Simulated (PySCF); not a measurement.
ErH3(H2O): from a saddle point downhill

PySCF 2.14.0, RKS PBE0, Er lcecp-1-SVP with ECP57, H def2-SVP, O def2-SVP; non-relativistic Hamiltonian with scalar-relativistic core potentials where named; density fitting; no spin-orbit coupling. Relaxed within the symmetry of its start, the geometry (Cs) is

```xyz
7

Er    0.1223   -0.1349    0.1349
H     0.9835    1.4892    0.9503
H    -0.9770   -1.3190    1.3190
H     0.9835   -0.9503   -1.4892
O    -1.1855    1.2413   -1.2413
H    -1.1547    2.1979   -1.0958
H    -1.1547    1.0958   -2.1979
```

and its lowest harmonic modes are -97, 143, 215, 256, 339, 378 cm⁻¹ (negative: unstable). It was moved along the lowest mode and relaxed again.

Question: Where does it end, and how much lower?

Answer: In C1, 0.003 eV lower, after 5 steps:
```xyz
7

Er    0.1209   -0.1416    0.1311
H     0.7969    1.6260    0.8289
H    -0.9789   -1.2954    1.3426
H     1.1669   -1.0340   -1.3289
O    -1.1787    1.2479   -1.2344
H    -0.9546    2.1734   -1.0471
H    -1.3550    1.1741   -2.1817
```

Question: How do the contacts change?

Answer: 
```tsv
contact	saddle (Å)	end (Å)
Er1–H2 (H)	2.011	2.017
Er1–H3 (H)	2.003	2.002
Er1–H4 (H)	2.011	2.005
Er1–O5 (H2O)	2.345	2.342
```


Question: Is the end a minimum?

Answer: Probably not: 1 of the modes stay unstable (below −25 cm⁻¹), though so soft as to be near the noise; lowest modes -51, 120, 229, 254, 341, 379 cm⁻¹.

An lcecp potential fixes the number of 4f electrons, so in runs with it no electron can move into or out of that shell.

State: singlet in the valence, with the 4f electrons in the core potential.
